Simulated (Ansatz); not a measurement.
Cost and result for the atomization energy of CH9GeNOSi (`CO[SiH2][NH][GeH3]`) (14 atoms, 13 bonds).

Cartesian coordinates in Å:
```
C -2.529 -0.163 -0.566
O -1.341 -0.082 0.183
Si -0.100 0.917 -0.236
N 1.278 0.602 0.713
Ge 2.332 -0.905 0.615
H -3.121 -0.997 -0.185
H -2.327 -0.341 -1.630
H -3.125 0.753 -0.476
H -0.503 2.336 -0.031
H 0.209 0.666 -1.671
H 1.378 1.138 1.562
H 1.982 -1.907 1.731
H 2.061 -1.523 -0.763
H 3.808 -0.492 0.753
```

Charge 0, multiplicity 1. Correlated methods include outer-core shells of Ge, which these sets cover unevenly. Scalar relativity is left out up to krypton. The structure was optimised at the PBE0-D4/def2-TZVP level. It is one conformer, not always the lowest. Program: Ansatz. All runs use 2 threads of an AMD EPYC 7R13 on a shared host and a share of an NVIDIA H100 80 GB. Times are those of one run each, without the atoms' runs, and a repeat can differ threefold. Electronic energies, without spin–orbit coupling; frozen cores. CCSD(T)/CBS adds CCSD(T) − MP2 in def2-TZVPP to the MP2 limit, and its time is that of the two runs behind it. T1 = 0.011. With those shells the extrapolation isn't a true limit. B3LYP takes the VWN-RPA correlation (the form of Gaussian; ORCA's B3LYP/G).

CCSD(T)/CBS is a level of theory with its own doubt, some kJ/mol a heavy atom from the limit and from the frozen cores, so smaller differences don't rank the functionals.

| level | functions | wall time | atomization (kcal/mol) | difference from CCSD(T)/CBS | per bond |
| --- | --- | --- | --- | --- | --- |
| PBE-D4/def2-TZVPP (with forces) | 309 | 9 s | 1131.2 | -0.5 | 0.0 |
| B2PLYP/def2-TZVPP | 309 | 11 s | 1114.6 | -17.1 | -1.3 |
| MP2/def2-QZVPP | 600 | 11 s | 1126.2 | -5.5 | -0.4 |
| CCSD(T)/def2-TZVPP | 309 | 12 s | 1102.9 | -28.8 | -2.2 |
| ωB97X-V/def2-TZVPP | 309 | 13 s | 1134.8 | 3.1 | 0.2 |
| PBE0-D4/def2-TZVPP | 309 | 15 s | 1116.9 | -14.8 | -1.1 |
| B3LYP-D4/def2-TZVPP (with forces) | 309 | 15 s | 1126.8 | -4.9 | -0.4 |
| ωB97M-V/def2-TZVPP (with forces) | 309 | 16 s | 1128.6 | -3.1 | -0.2 |
| r2SCAN-D4/def2-TZVPP (with forces) | 309 | 17 s | 1125.0 | -6.7 | -0.5 |
| CCSD(T)/CBS(def2) | – | 23 s | 1131.7 | 0.0 | 0.0 |

The D4 term adds +11.3 kcal/mol with B3LYP and +6.0 kcal/mol with PBE0; it sums over pairs of atoms, weighted by their polarisabilities, and B3LYP, whose exchange is more repulsive, gets the larger term. In def2-TZVPP, CCSD(T) changes the Hartree–Fock value by +288.7 kcal/mol (the triples alone add +13.9 kcal/mol) and MP2 by +294.7 kcal/mol; breaking electron pairs costs correlation energy, which Hartree–Fock lacks. From PBE to PBE0 (25 % exact exchange), in def2-TZVPP and without D4, the atomization energy moves by −13.3 kcal/mol: exact exchange takes away binding that semilocal exchange gives to molecules.
